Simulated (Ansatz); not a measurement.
Steps of a relaxation of `[Cl][Zr]([Cl])([Cl])[Br]` with RKS PBE-D4/def2-SVP.

```sh
$ ansatz run in.yaml --threads 4 --pin off --events-out ev --progress --plain --max-ram 10444MiB
```

```yaml
crystal:
  periodic: [false, false, false]
  atoms:
    - {symbol: Cl, position_ang: [-1.035300, -0.123900, 2.607500]}
    - {symbol: Zr, position_ang: [0.142700, 0.018900, -0.171200]}
    - {symbol: Cl, position_ang: [2.584300, -1.413100, -0.078600]}
    - {symbol: Cl, position_ang: [-1.970200, -1.195300, -1.693400]}
    - {symbol: Br, position_ang: [0.328400, 2.639800, -0.705800]}
basis:
  gaussian: {orbitals: def2-SVP}
hamiltonian: {xc: pbe, dispersion: d4}
relax: {f_tol: 0.03, max_steps: 200}
```

Positions (Å) and forces (eV/Å) along the path, 8 of 8 steps:

```xyz
5
step=1 energy=-108853.5531 eV
Cl   -1.035   -0.124    2.607    1.266    0.167   -2.871
Zr    0.143    0.019   -0.171   -0.838   -0.932    0.997
Cl    2.584   -1.413   -0.079   -2.807    1.699   -0.181
Cl   -1.970   -1.195   -1.693    2.476    1.392    1.645
Br    0.328    2.640   -0.706   -0.097   -2.326    0.410
5
step=2 energy=-108855.7230 eV
Cl   -0.968   -0.116    2.458    1.270    0.132   -2.919
Zr    0.110   -0.014   -0.131   -0.954   -1.375    1.262
Cl    2.415   -1.312   -0.089   -2.508    1.454   -0.130
Cl   -1.829   -1.118   -1.600    2.244    1.232    1.540
Br    0.322    2.486   -0.679   -0.053   -1.443    0.247
5
step=3 energy=-108857.4201 eV
Cl   -0.891   -0.111    2.279    0.868    0.014   -2.019
Zr    0.056   -0.073   -0.059   -0.434   -0.551    0.833
Cl    2.270   -1.234   -0.093   -1.768    0.902   -0.035
Cl   -1.701   -1.050   -1.507    1.396    0.690    1.014
Br    0.316    2.394   -0.660   -0.063   -1.055    0.206
5
step=4 energy=-108857.9757 eV
Cl   -0.812   -0.119    2.097   -0.471   -0.066    1.317
Zr    0.027   -0.097    0.007    0.541    0.499   -1.436
Cl    2.114   -1.168   -0.088   -0.138   -0.006    0.008
Cl   -1.589   -1.006   -1.418    0.082   -0.068    0.011
Br    0.310    2.317   -0.641   -0.014   -0.360    0.100
5
step=5 energy=-108858.0232 eV
Cl   -0.778   -0.146    2.125   -0.293   -0.021    0.745
Zr    0.000   -0.042   -0.019    0.446    0.241   -0.676
Cl    2.040   -1.184   -0.081   -0.064    0.042   -0.037
Cl   -1.548   -1.066   -1.426   -0.048   -0.022   -0.071
Br    0.336    2.364   -0.640   -0.040   -0.239    0.039
5
step=6 energy=-108858.0476 eV
Cl   -0.808   -0.143    2.180   -0.008    0.005    0.019
Zr    0.006   -0.044   -0.002    0.024    0.146   -0.038
Cl    2.041   -1.177   -0.116    0.013    0.000   -0.006
Cl   -1.526   -1.052   -1.442   -0.008    0.000   -0.014
Br    0.337    2.342   -0.661   -0.021   -0.151    0.039
5
step=7 energy=-108858.0486 eV
Cl   -0.811   -0.133    2.184   -0.002   -0.001    0.011
Zr    0.007   -0.046    0.001   -0.004   -0.062   -0.002
Cl    2.047   -1.172   -0.121   -0.007    0.006    0.002
Cl   -1.526   -1.044   -1.448    0.004    0.003    0.004
Br    0.333    2.322   -0.657    0.009    0.054   -0.015
5
step=8 energy=-108858.0488 eV
Cl   -0.810   -0.135    2.185    0.001    0.000   -0.001
Zr    0.005   -0.047    0.001    0.000    0.001    0.001
Cl    2.046   -1.171   -0.121    0.000    0.000    0.001
Cl   -1.526   -1.046   -1.448    0.000    0.001   -0.001
Br    0.335    2.325   -0.658   -0.001   -0.001    0.000
```

Run time 15 s (4 threads of an Arm Neoverse V1 on a shared host); peak host memory 0.19 GiB.
